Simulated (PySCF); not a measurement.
isocyanic acid (CHNO), SMILES C(=N)=O. Atoms are numbered in the order given.

```xyz
4

N     -0.1225    -1.1550     0.0000
C      0.0194     0.0448     0.0000
O      0.0148     1.2056     0.0000
H      0.6225    -1.8285     0.0000
```
Charge 0, spin multiplicity 1.

Geometry optimised at PBE0-D3(BJ)/def2-TZVP.

Two levels are set side by side: PBE/pcJ-1 (PySCF) and PBE0/pcJ-1 (PySCF). One-bond couplings, all four terms, same geometry. Isotopes: 13C, 14N, 17O, 1H. Differences are taken from unrounded values.

```csv
quantity,PBE
"¹J(N1,C2) (Hz)",25.5
"¹J(N1,H4) (Hz)",68.4
```

These are the PBE values. What does PBE0 give? (Estimate from the structure and the level; the computed values follow.)


| quantity | PBE0 | PBE minus PBE0 |
|---|---|---|
| ¹J(N1,C2) (Hz) | 26.6 | -1.2 |
| ¹J(N1,H4) (Hz) | 68.9 | -0.5 |

Rough cost on one machine, each run with all the roots and properties that it gave: PBE0 against PBE within a factor of 2.
